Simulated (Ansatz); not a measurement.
Start from `C[N](C)[Ge][OH]` and change one atom or group to get `C[N](C)[AlH2]`.

Ansatz, PBE0-D4/def2-TZVP geometries, multiplicity 1. Each molecule was computed in one conformer, which needn't be the lowest.

Scalar relativity is left out up to krypton.

| property | `C[N](C)[Ge][OH]` |
| --- | --- |
| HOMO–LUMO gap (ωB97M-V/def2-TZVPP) / eV | 9.82 |
| HOMO–LUMO gap (PBE/def2-TZVPP) / eV | 3.70 |
| size of the dipole moment (PBE/def2-TZVPP) / D | 2.74 |
| size of the dipole moment (B3LYP/def2-TZVPP) / D | 2.68 |
| zero-point energy (PBE0-D4/def2-TZVP) / kJ/mol | 249.8 |
| HOMO energy (PBE0/def2-TZVPP) / eV | -6.74 |

Problem. What does the change do to each property? (Best estimate.)

Solution. Ansatz gave: 
```csv
property,`C[N](C)[AlH2]`,shift
HOMO–LUMO gap (ωB97M-V/def2-TZVPP) / eV,9.57,-0.25
HOMO–LUMO gap (PBE/def2-TZVPP) / eV,3.79,0.09
size of the dipole moment (PBE/def2-TZVPP) / D,1.18,-1.56
size of the dipole moment (B3LYP/def2-TZVPP) / D,1.04,-1.64
zero-point energy (PBE0-D4/def2-TZVP) / kJ/mol,251.5,1.7
HOMO energy (PBE0/def2-TZVPP) / eV,-6.47,0.27
```

Dipoles are sizes alone; their direction can turn.

B3LYP here is the variant with VWN-RPA as its local correlation; programs differ in this.
